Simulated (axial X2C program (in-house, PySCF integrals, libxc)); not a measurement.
Nuclear properties of CdP⁻

Computed with an in-house all-electron X2C program for linear molecules (integrals from PySCF): two-component X2C with atomic mean-field Coulomb and Gaunt terms, Gaussian nuclei, basis Cd dyall-acv3z, P dyall-av3z with contracted cores.

R = 2.489 Å (near the PBE0 minimum at charge -1 of the determinant lowest at the starting distance; the state shown can have its own minimum elsewhere).

Determinant lowest in the PBE0 search, Ω = 2 (⟨Sz⟩ = 1.00, ⟨Lz⟩ = 1.00 at PBE0), spin on the atoms Cd 0.21, P 0.79:

```json
{"level": "PBE0", "Eeff magnitude (GV/cm)": "6.3", "Ws magnitude Cd (kHz)": "1.78", "A∥/gI Cd (MHz)": "155", "qzz Cd (a.u.)": "-1.86", "A∥/gI P (MHz)": "101", "qzz P (a.u.)": "0.41"}
{"level": "HF", "Eeff magnitude (GV/cm)": "7.67", "Ws magnitude Cd (kHz)": "2.16", "A∥/gI Cd (MHz)": "-119", "qzz Cd (a.u.)": "-2.36", "A∥/gI P (MHz)": "81.2", "qzz P (a.u.)": "0.45"}
{"level": "TPSSh", "Eeff magnitude (GV/cm)": "6.25", "Ws magnitude Cd (kHz)": "1.77", "A∥/gI Cd (MHz)": "198", "qzz Cd (a.u.)": "-1.79", "A∥/gI P (MHz)": "115", "qzz P (a.u.)": "0.37"}
{"level": "BHandHLYP", "Eeff magnitude (GV/cm)": "6.45", "Ws magnitude Cd (kHz)": "1.82", "A∥/gI Cd (MHz)": "87.5", "qzz Cd (a.u.)": "-2.00", "A∥/gI P (MHz)": "109", "qzz P (a.u.)": "0.49"}
{"level": "BP86", "Eeff magnitude (GV/cm)": "5.53", "Ws magnitude Cd (kHz)": "1.56", "A∥/gI Cd (MHz)": "222", "qzz Cd (a.u.)": "-1.55", "A∥/gI P (MHz)": "113", "qzz P (a.u.)": "0.36"}
```

Eeff is the effective electric field on the electron electric dipole moment in this Ω state and Ws the scalar–pseudoscalar constant of the nucleus named (defined with the proton number Z and per Ω); A∥ (defined per Ω) follows by multiplying with gI = μI/(I μN); qzz is the electric field gradient, eQq0 = 234.96 MHz × Q/barn × qzz. The operators were transformed with the bare-nucleus X2C matrices; with these basis sets, hyperfine constants and field gradients can be off by tens of per cent, and where levels differ in sign neither size nor sign is settled.

Task: With gI(31P) = 2.2632 (g factors from the IAEA table of nuclear moments by Stone), turn the PBE0 values of the first state into constants in MHz.

Result: A∥(31P) = 101 × 2.2632 = 229 MHz.

Each state is one determinant with collinear spin, which with several unpaired electrons need not be a pure state. Unrestricted Hartree–Fock can overshoot spin polarisation at the nuclei. For an anion, determinants above electron detachment, or with a positive highest level, are held by the basis set. With several open shells hyperfine constants can be off by a factor of several. Open-shell Ω = 0 determinants with evenly filled partner blocks cannot be reached by this program, so the Ω shown need not be the lowest component. States lie within half an eV, so the first need not be the ground state. Further determinants of the search, some of them spin-mixed, are not shown. Where a field gradient or hyperfine factor spreads by more than a factor of two over the levels, a constant derived from it is not to be relied on.
